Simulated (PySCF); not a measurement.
A structure optimised at PBE-D3(BJ)/def2-SVP, used in a PySCF frequency run:

```xyz
12

C      2.7505    -0.2236     0.0000
O      1.6073    -1.0652     0.0000
Sn    -0.2163    -0.2528     0.0000
C     -1.6826    -1.8183     0.0000
Cl    -0.3521     1.1660    -1.8960
Cl    -0.3521     1.1660     1.8960
H      2.8025     0.4292     0.9020
H      2.8025     0.4292    -0.9020
H      3.6491    -0.8767     0.0000
H     -2.3005    -1.7165    -0.9103
H     -1.1340    -2.7782     0.0000
H     -2.3005    -1.7165     0.9103
```
Charge 0, spin multiplicity 1.

### Question
Write its SMILES, formula and point group.

### Answer
C[O][Sn]([CH3])([Cl])[Cl], C₂H₆Cl₂OSn, Cs

### Question
What are its rotational constants (standard atomic weights)?

### Answer
1.2677, 1.1667, 1.0488 GHz
